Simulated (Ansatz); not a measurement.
`C=CCOCF` + `[SiH3]Cl` → `C=C[SiH2]Cl` + `COCF`  (formal exchange of groups at a C–C bond)

Calculated with Ansatz (gas phase, PBE0-D4/def2-TZVP geometries, no zero-point term in ΔE). CBS: MP2 limit from def2 TZ/QZ plus the TZ coupled-cluster correction, frozen cores. This one scheme is used for every species. DFT in def2-TZVPP. B3LYP here is the variant with VWN-RPA as its local correlation; programs differ in this. Each species was taken in one conformer, which may not be the lowest.

```csv
level,ΔE (kJ/mol)
B3LYP-D4,-33.0
B2PLYP,-31.7
```

(1) What does CCSD(T)/CBS give? (Best estimate.)

Largest T1 diagnostic among the species: 0.011.

## Answers

(1) The calculation gave: -32.1 kJ/mol. The listed levels differ from it by -0.9, 0.4 kJ/mol.
